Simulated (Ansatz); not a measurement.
A short molecular-dynamics run on `FC(F)(Cl)C(Cl)(Cl)Cl`.

```yaml
crystal:
  periodic: [false, false, false]
  atoms:
    - {symbol: F, position_ang: [1.729028, -0.364995, 0.187291]}
    - {symbol: C, position_ang: [0.624477, -0.082752, -0.498440]}
    - {symbol: F, position_ang: [0.833021, 1.046796, -1.169671]}
    - {symbol: Cl, position_ang: [0.305498, -1.381429, -1.638968]}
    - {symbol: C, position_ang: [-0.559346, 0.127457, 0.501945]}
    - {symbol: Cl, position_ang: [-0.114553, 1.448438, 1.582603]}
    - {symbol: Cl, position_ang: [-2.010304, 0.550583, -0.392939]}
    - {symbol: Cl, position_ang: [-0.807821, -1.344108, 1.428168]}
basis:
  gaussian: {orbitals: def2-SVP}
hamiltonian: {xc: {name: BLYP}}
md: {timestep: 1 fs, n_steps: 30, ensemble: nvt_langevin, temperature: 500, initial_velocities: maxwell_boltzmann, friction: 0.01, seed: 727}
```

```sh
$ ansatz run in.yaml --threads 2 --pin off --events-out ev --progress --plain --max-ram 32768MiB --backend cpu
```

```tsv
step	time (fs)	potential energy (eV)	kinetic (eV)	T (K)	conserved (eV)
0	0.0	-57574.2182	0.4524	438	–
1	1.0	-57574.2279	0.4992	483	–
2	2.0	-57574.2334	0.5298	512	–
3	3.0	-57574.2343	0.5627	544	–
4	4.0	-57574.2316	0.5370	519	–
5	5.0	-57574.2261	0.5300	512	–
6	6.0	-57574.2176	0.4772	461	–
7	7.0	-57574.2083	0.4700	454	–
8	8.0	-57574.1993	0.5170	500	–
9	9.0	-57574.1906	0.4638	449	–
10	10.0	-57574.1842	0.5145	498	–
11	11.0	-57574.1810	0.4955	479	–
12	12.0	-57574.1800	0.5219	505	–
13	13.0	-57574.1798	0.5087	492	–
14	14.0	-57574.1798	0.5045	488	–
15	15.0	-57574.1799	0.4764	461	–
16	16.0	-57574.1782	0.4976	481	–
17	17.0	-57574.1744	0.4818	466	–
18	18.0	-57574.1683	0.4971	481	–
19	19.0	-57574.1594	0.4751	459	–
20	20.0	-57574.1478	0.4660	451	–
21	21.0	-57574.1344	0.4649	450	–
22	22.0	-57574.1179	0.4446	430	–
23	23.0	-57574.0978	0.4239	410	–
24	24.0	-57574.0743	0.3814	369	–
25	25.0	-57574.0467	0.3633	351	–
26	26.0	-57574.0181	0.3061	296	–
27	27.0	-57573.9917	0.2856	276	–
28	28.0	-57573.9678	0.2338	226	–
29	29.0	-57573.9474	0.2287	221	–
30	30.0	-57573.9301	0.2510	243	–
```

Velocities are drawn at the set temperature; a run this short doesn't reach equilibrium.

Frames (Å, forces in eV/Å):

```xyz
8
time=0.0 fs
F     1.729   -0.365    0.187    0.948   -0.248    0.602
C     0.624   -0.083   -0.498   -0.209   -0.032    0.105
F     0.833    1.047   -1.170    0.169    0.979   -0.578
Cl    0.305   -1.381   -1.639   -0.178   -0.864   -0.782
C    -0.559    0.127    0.502    0.171   -0.052   -0.167
Cl   -0.115    1.448    1.583    0.293    0.915    0.759
Cl   -2.010    0.551   -0.393   -1.012    0.304   -0.598
Cl   -0.808   -1.344    1.428   -0.182   -1.004    0.659
8
time=1.0 fs
F     1.734   -0.365    0.184    0.983   -0.228    0.614
C     0.627   -0.079   -0.494   -0.190   -0.195   -0.110
F     0.829    1.049   -1.168    0.200    1.001   -0.557
Cl    0.305   -1.383   -1.643   -0.152   -0.743   -0.654
C    -0.548    0.126    0.506   -0.184    0.047   -0.191
Cl   -0.117    1.447    1.592    0.306    0.897    0.714
Cl   -2.011    0.549   -0.398   -0.815    0.283   -0.494
Cl   -0.811   -1.341    1.427   -0.149   -1.061    0.679
8
time=2.0 fs
F     1.740   -0.365    0.181    0.975   -0.195    0.605
C     0.630   -0.074   -0.488   -0.124   -0.342   -0.344
F     0.826    1.051   -1.168    0.225    0.987   -0.509
Cl    0.304   -1.383   -1.648   -0.124   -0.621   -0.521
C    -0.536    0.125    0.509   -0.527    0.128   -0.182
Cl   -0.119    1.445    1.601    0.320    0.877    0.665
Cl   -2.011    0.548   -0.403   -0.632    0.266   -0.399
Cl   -0.815   -1.339    1.426   -0.112   -1.101    0.685
8
time=3.0 fs
F     1.747   -0.365    0.178    0.952   -0.157    0.579
C     0.634   -0.071   -0.484   -0.063   -0.457   -0.564
F     0.823    1.054   -1.168    0.252    0.944   -0.441
Cl    0.303   -1.384   -1.653   -0.092   -0.506   -0.393
C    -0.525    0.123    0.513   -0.853    0.197   -0.163
Cl   -0.122    1.443    1.611    0.336    0.856    0.615
Cl   -2.012    0.547   -0.409   -0.460    0.249   -0.310
Cl   -0.820   -1.337    1.426   -0.072   -1.126    0.678
8
time=4.0 fs
F     1.753   -0.365    0.176    0.924   -0.118    0.541
C     0.637   -0.067   -0.479   -0.014   -0.530   -0.764
F     0.819    1.057   -1.169    0.272    0.860   -0.353
Cl    0.302   -1.385   -1.658   -0.056   -0.396   -0.271
C    -0.515    0.122    0.516   -1.141    0.273   -0.155
Cl   -0.126    1.441    1.621    0.350    0.824    0.560
Cl   -2.013    0.545   -0.415   -0.302    0.233   -0.225
Cl   -0.825   -1.335    1.426   -0.032   -1.146    0.668
8
time=5.0 fs
F     1.759   -0.364    0.174    0.893   -0.089    0.500
C     0.640   -0.065   -0.476    0.038   -0.540   -0.959
F     0.816    1.062   -1.170    0.282    0.732   -0.250
Cl    0.300   -1.386   -1.663   -0.019   -0.290   -0.155
C    -0.506    0.120    0.521   -1.401    0.333   -0.145
Cl   -0.130    1.440    1.631    0.360    0.785    0.501
Cl   -2.014    0.543   -0.420   -0.160    0.220   -0.144
Cl   -0.831   -1.334    1.427    0.007   -1.151    0.652
8
time=6.0 fs
F     1.765   -0.363    0.172    0.883   -0.075    0.469
C     0.644   -0.063   -0.473    0.053   -0.488   -1.145
F     0.812    1.067   -1.170    0.297    0.588   -0.153
Cl    0.299   -1.387   -1.668    0.020   -0.195   -0.049
C    -0.497    0.120    0.524   -1.633    0.362   -0.117
Cl   -0.133    1.440    1.640    0.369    0.741    0.436
Cl   -2.015    0.543   -0.426   -0.033    0.208   -0.070
Cl   -0.835   -1.333    1.428    0.042   -1.141    0.630
8
time=7.0 fs
F     1.772   -0.361    0.170    0.874   -0.062    0.441
C     0.648   -0.062   -0.469    0.021   -0.413   -1.316
F     0.808    1.072   -1.170    0.325    0.447   -0.062
Cl    0.297   -1.388   -1.673    0.062   -0.110    0.053
C    -0.490    0.120    0.527   -1.808    0.358   -0.078
Cl   -0.136    1.440    1.649    0.373    0.693    0.365
Cl   -2.016    0.542   -0.432    0.080    0.201   -0.005
Cl   -0.839   -1.332    1.429    0.073   -1.115    0.602
8
time=8.0 fs
F     1.779   -0.360    0.168    0.821   -0.036    0.394
C     0.652   -0.061   -0.466    0.006   -0.349   -1.455
F     0.804    1.077   -1.171    0.355    0.306    0.032
Cl    0.295   -1.389   -1.678    0.104   -0.025    0.155
C    -0.484    0.122    0.529   -1.946    0.321   -0.039
Cl   -0.140    1.441    1.659    0.373    0.646    0.294
Cl   -2.017    0.540   -0.439    0.180    0.200    0.059
Cl   -0.843   -1.332    1.431    0.108   -1.064    0.560
8
time=9.0 fs
F     1.786   -0.358    0.167    0.733   -0.001    0.326
C     0.657   -0.060   -0.464    0.001   -0.305   -1.532
F     0.801    1.081   -1.172    0.384    0.181    0.118
Cl    0.294   -1.390   -1.683    0.145    0.054    0.250
C    -0.478    0.124    0.533   -2.050    0.262   -0.026
Cl   -0.145    1.441    1.667    0.374    0.605    0.233
Cl   -2.018    0.538   -0.445    0.268    0.197    0.123
Cl   -0.847   -1.332    1.433    0.144   -0.992    0.507
8
time=10.0 fs
F     1.795   -0.357    0.166    0.613    0.039    0.246
C     0.662   -0.058   -0.463   -0.018   -0.284   -1.540
F     0.798    1.086   -1.173    0.421    0.086    0.180
Cl    0.292   -1.391   -1.688    0.187    0.125    0.336
C    -0.474    0.126    0.535   -2.099    0.194   -0.019
Cl   -0.149    1.442    1.676    0.370    0.558    0.165
Cl   -2.018    0.537   -0.452    0.348    0.193    0.185
Cl   -0.851   -1.334    1.436    0.179   -0.911    0.446
8
time=11.0 fs
F     1.804   -0.355    0.165    0.456    0.085    0.146
C     0.667   -0.057   -0.464   -0.051   -0.280   -1.469
F     0.795    1.089   -1.174    0.466    0.021    0.215
Cl    0.291   -1.391   -1.692    0.232    0.185    0.408
C    -0.472    0.128    0.537   -2.099    0.119   -0.001
Cl   -0.153    1.443    1.685    0.361    0.499    0.083
Cl   -2.020    0.536   -0.459    0.423    0.188    0.245
Cl   -0.855   -1.335    1.439    0.211   -0.817    0.373
8
time=12.0 fs
F     1.814   -0.353    0.164    0.280    0.138    0.033
C     0.673   -0.055   -0.466   -0.118   -0.321   -1.311
F     0.792    1.092   -1.175    0.521    0.002    0.218
Cl    0.289   -1.392   -1.696    0.280    0.231    0.461
C    -0.471    0.130    0.538   -2.041    0.058    0.004
Cl   -0.157    1.444    1.694    0.345    0.432   -0.006
Cl   -2.021    0.534   -0.466    0.491    0.181    0.304
Cl   -0.858   -1.337    1.443    0.241   -0.721    0.296
8
time=13.0 fs
F     1.824   -0.351    0.163    0.107    0.202   -0.086
C     0.679   -0.051   -0.469   -0.240   -0.421   -1.079
F     0.789    1.094   -1.175    0.588    0.029    0.195
Cl    0.287   -1.391   -1.698    0.332    0.271    0.497
C    -0.472    0.130    0.539   -1.922    0.028   -0.005
Cl   -0.162    1.445    1.703    0.319    0.351   -0.104
Cl   -2.023    0.533   -0.472    0.551    0.172    0.361
Cl   -0.860   -1.339    1.447    0.265   -0.632    0.220
8
time=14.0 fs
F     1.833   -0.349    0.163   -0.071    0.271   -0.211
C     0.685   -0.047   -0.474   -0.374   -0.552   -0.802
F     0.786    1.097   -1.176    0.650    0.071    0.163
Cl    0.285   -1.391   -1.701    0.382    0.311    0.524
C    -0.476    0.130    0.540   -1.748    0.017   -0.037
Cl   -0.166    1.447    1.713    0.285    0.264   -0.203
Cl   -2.025    0.532   -0.478    0.595    0.163    0.418
Cl   -0.862   -1.342    1.450    0.281   -0.545    0.148
8
time=15.0 fs
F     1.841   -0.347    0.161   -0.234    0.330   -0.319
C     0.691   -0.043   -0.480   -0.510   -0.698   -0.502
F     0.784    1.100   -1.177    0.699    0.134    0.115
Cl    0.284   -1.391   -1.705    0.424    0.347    0.542
C    -0.482    0.130    0.541   -1.531    0.018   -0.085
Cl   -0.169    1.449    1.722    0.243    0.168   -0.302
Cl   -2.026    0.530   -0.484    0.618    0.157    0.470
Cl   -0.864   -1.346    1.454    0.292   -0.457    0.081
8
time=16.0 fs
F     1.849   -0.344    0.159   -0.380    0.376   -0.411
C     0.696   -0.039   -0.485   -0.649   -0.812   -0.219
F     0.783    1.103   -1.178    0.732    0.187    0.074
Cl    0.283   -1.390   -1.708    0.462    0.373    0.551
C    -0.489    0.129    0.541   -1.291    0.027   -0.129
Cl   -0.172    1.452    1.731    0.196    0.068   -0.401
Cl   -2.027    0.529   -0.489    0.631    0.150    0.519
Cl   -0.866   -1.350    1.458    0.298   -0.368    0.015
8
time=17.0 fs
F     1.856   -0.341    0.157   -0.521    0.410   -0.486
C     0.700   -0.036   -0.491   -0.759   -0.869    0.016
F     0.783    1.105   -1.180    0.749    0.203    0.058
Cl    0.282   -1.389   -1.711    0.493    0.388    0.558
C    -0.498    0.129    0.541   -1.044    0.026   -0.155
Cl   -0.175    1.454    1.740    0.149   -0.029   -0.500
Cl   -2.027    0.527   -0.494    0.634    0.146    0.561
Cl   -0.868   -1.354    1.463    0.300   -0.276   -0.052
8
time=18.0 fs
F     1.863   -0.338    0.154   -0.657    0.430   -0.541
C     0.705   -0.035   -0.495   -0.848   -0.865    0.182
F     0.784    1.108   -1.182    0.753    0.190    0.063
Cl    0.282   -1.387   -1.713    0.521    0.394    0.564
C    -0.507    0.130    0.541   -0.798   -0.002   -0.147
Cl   -0.178    1.457    1.749    0.101   -0.117   -0.596
Cl   -2.027    0.526   -0.498    0.629    0.144    0.598
Cl   -0.870   -1.358    1.468    0.298   -0.175   -0.124
8
time=19.0 fs
F     1.871   -0.335    0.151   -0.797    0.445   -0.583
C     0.709   -0.035   -0.499   -0.913   -0.819    0.293
F     0.787    1.110   -1.184    0.743    0.140    0.094
Cl    0.281   -1.386   -1.715    0.547    0.397    0.569
C    -0.518    0.131    0.540   -0.539   -0.035   -0.123
Cl   -0.181    1.460    1.758    0.053   -0.192   -0.684
Cl   -2.027    0.525   -0.503    0.618    0.143    0.630
Cl   -0.872   -1.362    1.473    0.288   -0.079   -0.195
8
time=20.0 fs
F     1.878   -0.332    0.148   -0.946    0.453   -0.619
C     0.711   -0.034   -0.501   -0.927   -0.765    0.375
F     0.789    1.112   -1.186    0.717    0.084    0.131
Cl    0.280   -1.384   -1.717    0.567    0.398    0.575
C    -0.529    0.132    0.539   -0.281   -0.057   -0.103
Cl   -0.184    1.462    1.767    0.006   -0.255   -0.761
Cl   -2.026    0.524   -0.507    0.593    0.144    0.657
Cl   -0.874   -1.365    1.478    0.270   -0.001   -0.255
8
time=21.0 fs
F     1.886   -0.328    0.145   -1.103    0.443   -0.643
C     0.713   -0.034   -0.502   -0.884   -0.674    0.411
F     0.793    1.115   -1.187    0.672    0.007    0.176
Cl    0.279   -1.382   -1.718    0.586    0.399    0.585
C    -0.541    0.132    0.538   -0.033   -0.075   -0.063
Cl   -0.187    1.462    1.776   -0.041   -0.307   -0.834
Cl   -2.024    0.523   -0.511    0.556    0.147    0.678
Cl   -0.876   -1.368    1.483    0.247    0.059   -0.310
8
time=22.0 fs
F     1.893   -0.323    0.141   -1.261    0.418   -0.661
C     0.713   -0.035   -0.503   -0.820   -0.550    0.425
F     0.796    1.117   -1.187    0.617   -0.084    0.223
Cl    0.277   -1.380   -1.720    0.605    0.396    0.592
C    -0.553    0.132    0.536    0.218   -0.086   -0.006
Cl   -0.189    1.463    1.784   -0.087   -0.351   -0.903
Cl   -2.023    0.522   -0.516    0.509    0.151    0.690
Cl   -0.877   -1.371    1.488    0.219    0.106   -0.360
8
time=23.0 fs
F     1.900   -0.318    0.137   -1.392    0.379   -0.668
C     0.714   -0.037   -0.505   -0.783   -0.411    0.455
F     0.799    1.119   -1.186    0.567   -0.155    0.248
Cl    0.276   -1.378   -1.721    0.623    0.378    0.587
C    -0.565    0.131    0.535    0.473   -0.098    0.054
Cl   -0.192    1.462    1.792   -0.131   -0.389   -0.967
Cl   -2.022    0.522   -0.520    0.457    0.154    0.696
Cl   -0.879   -1.373    1.493    0.186    0.141   -0.404
8
time=24.0 fs
F     1.907   -0.314    0.133   -1.510    0.332   -0.668
C     0.715   -0.040   -0.506   -0.757   -0.254    0.487
F     0.802    1.120   -1.185    0.518   -0.218    0.263
Cl    0.275   -1.375   -1.721    0.640    0.348    0.572
C    -0.578    0.131    0.533    0.725   -0.121    0.107
Cl   -0.194    1.461    1.799   -0.171   -0.414   -1.019
Cl   -2.021    0.521   -0.523    0.406    0.157    0.698
Cl   -0.881   -1.375    1.497    0.149    0.169   -0.442
8
time=25.0 fs
F     1.915   -0.310    0.129   -1.623    0.286   -0.663
C     0.717   -0.043   -0.507   -0.732   -0.086    0.500
F     0.805    1.122   -1.184    0.469   -0.291    0.287
Cl    0.273   -1.372   -1.721    0.656    0.315    0.555
C    -0.590    0.131    0.532    0.971   -0.150    0.158
Cl   -0.197    1.460    1.805   -0.210   -0.430   -1.060
Cl   -2.022    0.521   -0.527    0.358    0.161    0.698
Cl   -0.883   -1.377    1.501    0.111    0.195   -0.474
8
time=26.0 fs
F     1.921   -0.305    0.124   -1.704    0.231   -0.645
C     0.718   -0.046   -0.508   -0.724    0.081    0.502
F     0.809    1.123   -1.182    0.418   -0.356    0.305
Cl    0.271   -1.369   -1.720    0.674    0.275    0.527
C    -0.602    0.130    0.530    1.198   -0.161    0.218
Cl   -0.200    1.459    1.811   -0.245   -0.446   -1.097
Cl   -2.022    0.520   -0.530    0.308    0.165    0.692
Cl   -0.884   -1.378    1.504    0.075    0.211   -0.501
8
time=27.0 fs
F     1.927   -0.300    0.120   -1.763    0.158   -0.616
C     0.719   -0.050   -0.510   -0.703    0.242    0.523
F     0.813    1.124   -1.180    0.358   -0.394    0.296
Cl    0.269   -1.367   -1.719    0.689    0.233    0.494
C    -0.612    0.129    0.529    1.396   -0.172    0.269
Cl   -0.203    1.457    1.815   -0.273   -0.454   -1.127
Cl   -2.022    0.520   -0.533    0.254    0.170    0.682
Cl   -0.886   -1.380    1.507    0.041    0.218   -0.521
8
time=28.0 fs
F     1.931   -0.294    0.114   -1.804    0.073   -0.582
C     0.720   -0.053   -0.512   -0.663    0.408    0.571
F     0.817    1.125   -1.178    0.290   -0.419    0.265
Cl    0.267   -1.364   -1.718    0.697    0.193    0.458
C    -0.621    0.129    0.528    1.567   -0.203    0.300
Cl   -0.206    1.456    1.818   -0.295   -0.454   -1.147
Cl   -2.021    0.520   -0.536    0.197    0.180    0.669
Cl   -0.888   -1.381    1.508    0.011    0.222   -0.534
8
time=29.0 fs
F     1.934   -0.288    0.109   -1.825   -0.011   -0.537
C     0.719   -0.056   -0.514   -0.604    0.576    0.625
F     0.821    1.127   -1.175    0.212   -0.452    0.232
Cl    0.266   -1.362   -1.716    0.694    0.152    0.412
C    -0.629    0.130    0.528    1.710   -0.225    0.319
Cl   -0.209    1.454    1.821   -0.310   -0.450   -1.162
Cl   -2.020    0.520   -0.538    0.138    0.191    0.653
Cl   -0.890   -1.381    1.510   -0.015    0.219   -0.542
8
time=30.0 fs
F     1.936   -0.283    0.102   -1.812   -0.102   -0.471
C     0.718   -0.058   -0.517   -0.545    0.738    0.677
F     0.826    1.129   -1.171    0.121   -0.477    0.194
Cl    0.266   -1.359   -1.713    0.682    0.106    0.355
C    -0.637    0.129    0.528    1.843   -0.222    0.331
Cl   -0.212    1.453    1.824   -0.324   -0.451   -1.175
Cl   -2.019    0.520   -0.540    0.073    0.200    0.635
Cl   -0.892   -1.381    1.511   -0.040    0.209   -0.546
```

It took 76 s on 2 threads of an AMD EPYC 7R13 on a shared host, with 0.22 GiB of host memory at the peak.
